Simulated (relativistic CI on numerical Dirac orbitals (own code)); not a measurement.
## Pm2+: 4f valence photoemission

Computed with this model: Dirac-Coulomb-Breit CI, separate exchange-only KLI orbitals for each configuration, model QED (radiative potential, 1s self-energy scaled to tabulated hydrogen-like ionisation energies), multiplet model of photoemission in the sudden approximation, unscaled Slater integrals; configurations [Xe] 4f5 → [Xe] 4f4; 80 K; Lorentzian 0.21 eV and Gaussian 0.3 eV FWHM. Energies are those of the free ion, without screening or charge transfer. The energies are binding energies and can lie tens of eV above those of solids. S is read from ⟨S²⟩ = S(S + 1).

free ion: ground-state S = 2.48, centroid 21.01 eV. Peaks (eV, height): 19.6 (100), 21.6 (21), 22.5 (42), 24.5 (18).

Strongest unbroadened transitions for free ion:

| Energy (eV) | Relative strength |
| --- | --- |
| 19.56 | 100.0 |
| 19.73 | 42.1 |
| 19.93 | 3.0 |
| 21.52 | 8.9 |
| 21.58 | 13.4 |
| 21.69 | 4.2 |
| 21.81 | 0.3 |
| 22.27 | 0.8 |
| 22.46 | 48.7 |
| 22.70 | 6.0 |
| 22.79 | 8.7 |
| 22.92 | 0.4 |
| 22.95 | 0.2 |
| 23.12 | 0.8 |
| 24.41 | 8.4 |
| 24.46 | 11.6 |
| 24.55 | 4.1 |
| 24.66 | 0.6 |
